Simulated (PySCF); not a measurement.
Ranking problems on computed properties.

All species are isolated and taken at one optimised geometry, non-relativistic unless stated. Electronic properties by PySCF.

The conformers computed, where there is a choice (atom-mapped SMILES and torsion angles):
- `[CH2:1]=[CH:2][O:3][c:4]1[cH:5][s:6][cH+:7][s:8]1`: C1–C2–O3–C4 179°, C2–O3–C4–C5 179°
- `[O:1]=[C:2]([OH:3])[C@@:4]1([F:5])[CH2:6]/[C:7]1=[CH:8]/[F:9]`: O1–C2–C4–F5 -171°, H–O3–C2–O1 -1°
- `[CH3:1][CH2:2][CH2:3][n:4]1[n:5][cH:6][c:7]([F:8])[n:9]1`: C1–C2–C3–N4 -67°, C2–C3–N4–N5 99°
- `[F:1][CH:2]([F:3])[O:4][c:5]1[cH:6][cH:7][cH:8][o:9]1`: F1–C2–O4–C5 -81°, C2–O4–C5–C6 180°
- `[CH3:1][O:2][C@@H:3]([CH3:4])[SiH2:5][Cl:6]`: C1–O2–C3–C4 71°, O2–C3–Si5–Cl6 179°
- `[F:1][CH2:2][C:3]1=[C:4]([F:5])[O:6][CH:7]=[CH:8][O:9]1`: F1–C2–C3–C4 88°
- `[CH3:1][CH2:2][c:3]1[c:4]([F:5])[n:6][n:7][n:8]1[CH3:9]`: C1–C2–C3–C4 89°
- `[CH3:1][CH2:2][CH2:3][Si@@H:4]([SiH3:5])[PH2:6]`: C1–C2–C3–Si4 -65°, C2–C3–Si4–Si5 -156°, H–P6–Si4–C3 -166°, H–P6–Si4–C3 -74°
- `[F:1][C:2]([F:3])([F:4])[P:5]=[C:6]=[CH:7][SiH3:8]`: F1–C2–P5–C6 -59°
- `[SiH3:1][O:2][Si@@H:3]1[CH2:4][SiH2:5][O:6]1`: Si1–O2–Si3–C4 58°
- `[CH3:1][CH2:2][C@@H:3]([Cl:4])[SiH2:5][OH:6]`: C1–C2–C3–Cl4 65°, C2–C3–Si5–O6 -177°, H–O6–Si5–C3 46°
- `[CH3:1][C@H:2]([OH:3])[C:4]1=[CH:5]/[CH:6]=[CH:7]\[CH:8]=[CH:9]/[CH:10]=[CH:11]\1`: C1–C2–C4–C5 97°, H–O3–C2–C1 -57°

Question: Rank by HOMO energy, lowest first (CAM-B3LYP/def2-SVPD at GFN2-xTB geometries).
A. `FC(F)Oc1ccco1`
B. `CO[C@@H](C)[SiH2]Cl`
C. `CCCN1N=CC(F)=N1`
D. `FCC1=C(F)OC=CO1`
E. `C(Oc1cs[cH+]s1)=C`
F. `O=C(O)[C@]1(F)/C(=C\F)C1`

Answer: E (-12.49 eV), F (-9.45 eV), B (-9.09 eV), C (-8.95 eV), A (-7.96 eV), D (-7.58 eV).

Question: Give the two extremes of that set in hartree.

Answer: `C=COc1cs[cH+]s1`: -0.459 Eh; `FCC1=C(F)OC=CO1`: -0.278 Eh.

Question: Rank by electronic spatial extent ⟨r²⟩ about the centre of nuclear charge, highest first (CAM-B3LYP/def2-SVPD at GFN2-xTB geometries).
A. `CCCn1ncc(F)n1`
B. `CCC[Si@@H]([SiH3])P`
C. `FC(F)(F)P=C=C[SiH3]`
D. `C=COc1cs[cH+]s1`
E. `FCC1=C(F)OC=CO1`
F. `n1nc(c(CC)n1C)F`
G. `FC(F)Oc1ccco1`
H. `O=C(O)[C@@]1(F)C/C1=C/F`

Answer: C (1657 bohr²), B (1541 bohr²), D (1448 bohr²), A (1291 bohr²), G (1221 bohr²), F (1156 bohr²), H (1132 bohr²), E (1081 bohr²).

Question: Give the two extremes of that set in Å².

Answer: `FCC1=C(F)OC=CO1`: 303 Å²; `FC(F)(F)P=C=C[SiH3]`: 464 Å².

Question: Rank by lowest singlet excitation, highest first (TDDFT CAM-B3LYP/def2-SVPD at GFN2-xTB geometries).
A. `[SiH3]O[Si@@H]1C[SiH2]O1`
B. `FCC1=C(F)OC=CO1`
C. `FC(F)(F)P=C=C[SiH3]`
D. `CCC[Si@@H]([SiH3])P`
E. `O=C(O)[C@@]1(F)C/C1=C/F`

Answer: A (6.87 eV), D (6.37 eV), E (5.87 eV), C (4.58 eV), B (4.36 eV).

Question: Give the two extremes of that set as wavelengths.

Answer: `FCC1=C(F)OC=CO1`: 284 nm; `[SiH3]O[Si@@H]1C[SiH2]O1`: 181 nm.

Question: Rank by static isotropic polarisability, highest first (CAM-B3LYP/def2-SVPD at GFN2-xTB geometries).
A. `O=C(O)[C@@]1(F)C/C1=C/F`
B. `FC(F)Oc1ccco1`
C. `CO[C@@H](C)[SiH2]Cl`
D. `CCCN1N=CC(F)=N1`
E. `[SiH3]O[Si@@H]1C[SiH2]O1`
F. `C(C[Si@H](P)[SiH3])C`

Answer: F (121.9 au), E (87.0 au), C (80.9 au), D (77.9 au), A (66.9 au), B (65.1 au).

Question: Give the two extremes of that set as polarisability volumes in Å³.

Answer: `FC(F)Oc1ccco1`: 9.65 Å³; `CCC[Si@@H]([SiH3])P`: 18.06 Å³.

Question: Rank by smallest rotational constant, lowest first (GFN2-xTB).
A. `CC[C@@H](Cl)[SiH2]O`
B. `C[C@H](O)C1=C/C=C\C=C/C=C\1`
C. `CCC[Si@@H]([SiH3])P`
D. `FC(F)Oc1ccco1`
E. `CCCN1N=CC(F)=N1`

Answer: B (0.688 GHz), C (0.800 GHz), D (0.883 GHz), E (0.934 GHz), A (1.084 GHz).

Question: By how much do the two ends of that ranking differ?

Answer: By 0.396 GHz, between `CC[C@@H](Cl)[SiH2]O` and `C[C@H](O)C1=C/C=C\C=C/C=C\1`.

Question: Rank by HOMO–LUMO gap, lowest first (CAM-B3LYP/def2-SVPD at GFN2-xTB geometries).
A. `CCC[Si@@H]([SiH3])P`
B. `C=COC1=CS[CH+]S1`
C. `CCCn1ncc(F)n1`
D. `[C@@H](OC)([SiH2]Cl)C`

Answer: B (5.94 eV), A (9.32 eV), C (9.65 eV), D (10.21 eV).

Question: By how much do the two ends of that ranking differ?

Answer: By 4.27 eV, between `CO[C@@H](C)[SiH2]Cl` and `C=COc1cs[cH+]s1`.
